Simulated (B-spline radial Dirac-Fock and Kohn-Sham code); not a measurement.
## Electron momentum distribution of Ho²¹⁺: Compton profiles

System: holmium as Ho²¹⁺, [Kr] 4d10.

Input of the calculation (task.json; shells as n, l, electrons):

```json
{"items": [{
  "Z": 67,
  "q": 21,
  "cfg": [[1, 0, 2], [2, 0, 2], [2, 1, 6], [3, 0, 2], [3, 1, 6], [3, 2, 10], [4, 0, 2], [4, 1, 6], [4, 2, 10]],
  "A": 165,
  "rrms": 5.2022,
  "do": ["scatter"],
  "s": [0.0, 0.03, 0.04, 0.05, 0.06, 0.08, 0.1, 0.12, 0.15, 0.19, 0.24, 0.3, 0.37, 0.46, 0.58, 0.73, 0.91, 1.14, 1.43, 1.79, 2.24, 2.81, 3.51],
  "pz": [0, 0.1, 0.2, 0.3, 0.4, 0.5, 0.6, 0.8, 1.0, 1.2, 1.4, 1.6, 1.8, 2.0, 2.5, 3.0, 4.0, 5.0, 7.0, 10.0, 15.0, 20.0, 30.0, 40.0, 60.0, 100.0],
  "hv_scatter": [2000, 5000, 10000, 20000, 50000, 200000, 500000, 1000000]
}]}
```

Launch: `python xray_run.py task.json out`

Method: the impulse approximation on relativistic Hartree-Fock (Dirac-Fock) wave functions, averaged over the configuration. Computed with a B-spline atomic structure program. pz is in atomic units of momentum; subshell profiles are per electron, for a selection of subshells; open shells are spread over both j values by their weights.

```csv
pz,J total,J 1s1/2,J 3s1/2,J 4s1/2,J 4d5/2
0,3.069,0.0115,0.0908,0.178,0.0900
0.3,3.062,0.0115,0.0904,0.175,0.0900
0.4,3.058,0.0115,0.0902,0.173,0.0900
0.5,3.051,0.0115,0.0899,0.171,0.0900
0.6,3.044,0.0115,0.0895,0.168,0.0900
0.8,3.024,0.0115,0.0885,0.160,0.0900
1,2.999,0.0115,0.0872,0.150,0.0900
1.2,2.968,0.0115,0.0857,0.140,0.0900
1.4,2.931,0.0115,0.0839,0.128,0.0899
1.6,2.888,0.0115,0.0820,0.116,0.0897
1.8,2.838,0.0115,0.0798,0.103,0.0893
2,2.782,0.0115,0.0774,0.0914,0.0888
2.5,2.616,0.0115,0.0709,0.0643,0.0862
3,2.417,0.0115,0.0636,0.0435,0.0814
4,1.970,0.0114,0.0486,0.0228,0.0649
5,1.549,0.0114,0.0348,0.0190,0.0439
7,0.9992,0.0112,0.0158,0.0162,0.0135
10,0.6355,0.0109,0.00719,0.00471,0.00360
15,0.3285,0.0101,0.00625,0.00179,0.00287
20,0.1784,0.00916,0.00318,0.00114,0.00130
30,0.06487,0.00706,0.000373,0.000123,0.000177
40,0.02923,0.00512,0.000213,5.46e-05,2.72e-05
60,0.008813,0.00245,0.000141,3.72e-05,1.23e-06
100,0.001568,0.000568,2.74e-05,7.19e-06,< 1e-6
```

J(0) = 3.069. The 4d5/2 subshell gives the largest part, 18 %.

Mean momentum ⟨p⟩ by subshell (a.u.): 1s1/2 66.7, 2s1/2 23.8, 2p1/2 31.6, 2p3/2 28.7, 3s1/2 12.0, 3p1/2 14.3, 3p3/2 13.5, 3d3/2 16.2, 3d5/2 15.9, 4s1/2 6.51, 4p1/2 7.30, 4p3/2 6.99, 4d3/2 7.75, 4d5/2 7.64.
